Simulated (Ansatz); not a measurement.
Gas-phase electronic energies from Ansatz, PBE0-D4/def2-TZVP geometries. CBS: MP2 limit from def2 TZ/QZ plus the TZ coupled-cluster correction, frozen cores. Each species was taken in one conformer, which may not be the lowest.

Consider the redistribution: `O[SiH2]PS` + `NCN[SiH3]` → `[SiH3]NPS` + `NC[SiH2]O`.

```
         level  ΔE (kcal/mol)
 HF/def2-TZVPP           -8.0
MP2/def2-TZVPP           -9.2
```

(1) What does CCSD(T)/CBS give? (Best estimate.)

Largest T1 diagnostic among the species: 0.013.

Results:

(1) The calculation gave: -8.5 kcal/mol. The listed levels differ from it by 0.5, -0.7 kcal/mol.
